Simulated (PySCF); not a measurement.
**Ionisation energy of Pd by level of theory**

Pd [Kr] 4d10 (1S) → Pd⁺ [Kr] 4d9 (2D), as a difference of total energies. All numbers are calculated (PySCF 2.14, scalar relativity through the core potential, in aug-cc-pVDZ-PP with ECP28MDF). Correlated levels: valence: 4s2 4p6 frozen. The calculations carry no spin-orbit coupling.

```json
{"method": "UHF", "ionisation energy (eV)": "6.298"}
{"method": "LDA", "ionisation energy (eV)": "9.252"}
{"method": "PBE", "ionisation energy (eV)": "8.812"}
{"method": "PBE0", "ionisation energy (eV)": "8.417"}
{"method": "r2SCAN", "ionisation energy (eV)": "8.465"}
{"method": "HSE06", "ionisation energy (eV)": "8.437"}
{"method": "TPSSh", "ionisation energy (eV)": "8.348"}
{"method": "B3LYP", "ionisation energy (eV)": "8.638"}
{"method": "PBEsol", "ionisation energy (eV)": "8.869"}
{"method": "MP2 (valence)", "ionisation energy (eV)": "8.549"}
{"method": "SCS-MP2 (valence)", "ionisation energy (eV)": "8.323"}
```

**Question.** How much does correlation contribute at MP2 (valence)?

**Answer.** 8.549 − (6.298) = 2.251 eV, measured against UHF.

Errors of the correlated levels include the incompleteness of this basis and the frozen core.

For comparison: 8.512 eV (measured; NIST levels, between the centres of gravity of the two terms).
